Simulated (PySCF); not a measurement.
# K¹⁵⁺ (potassium, charge +15): UHF calculation

Configuration: [He] 2s2, closed-shell 1S. All numbers are calculated (PySCF 2.14, the spin-free X2C one-electron Hamiltonian (Gaussian nucleus), in an uncontracted even-tempered set (19 s from 2.7 bohr⁻², ratio 2.2; 9 p from 4.3 bohr⁻², ratio 2.4; 6 d from 13 bohr⁻², ratio 2.4; 5 f from 19 bohr⁻², ratio 2.4; 4 g from 29 bohr⁻², ratio 2.4)).

* Total energy: -424.240275 hartree
* One-electron energy: -452.7089 hartree
* Hartree (Coulomb) energy: 43.5989 hartree
* Exchange energy: -15.1303 hartree
* ⟨S²⟩: 0.0000
* ⟨L²⟩: 0.000
* Sum of ⟨r⟩: 0.8427 bohr
* Sum of ⟨r²⟩: 0.2896 bohr²

```tsv
shell	electrons	mean orbital energy (hartree)	rms radius, mean of both spins (bohr)
1s	2	-162.51768	0.0926
2s	2	-35.36816	0.369
```

Densities and radii are taken from the X2C orbitals without a picture-change correction, which distorts them close to the nucleus.
